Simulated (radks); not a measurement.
Values are calculated unless marked as measured or tabulated.
Problem. Ionisation of neutral selenium, [Ar] 3d10 4s2 4p4, to Se+, [Ar] 3d10 4s2 4p3, under several functionals. Scalar-relativistic Kohn-Sham, spin-unpolarised, spherical densities, finite nucleus; a radial shooting solver on a logarithmic mesh with Libxc functionals. The NIST Atomic Spectra Database gives 9.752 eV (measured). Rank these functionals by the error of their Delta-SCF ionisation energy: MS2 meta-GGA; B86b exchange with PBE correlation; AM05; RPBE; OLYP; PBEsol; exchange-only LDA; Wu-Cohen GGA; SCAN; XLYP.

Solution. From best to worst: exchange-only LDA 9.802 eV (+0.050); OLYP 10.724 eV (+0.972); XLYP 10.730 eV (+0.978); RPBE 10.810 eV (+1.058); AM05 10.816 eV (+1.063); PBEsol 10.850 eV (+1.098); Wu-Cohen GGA 10.859 eV (+1.106); B86b exchange with PBE correlation 10.864 eV (+1.112); MS2 meta-GGA 10.964 eV (+1.212); SCAN 11.059 eV (+1.307). Spin polarisation and multiplet splitting are left out, so open shells lie too high by an amount that depends on their filling.

Beside tabulated values, note that spin-unpolarised runs miss the spin-polarisation part of the exchange energy of open shells.
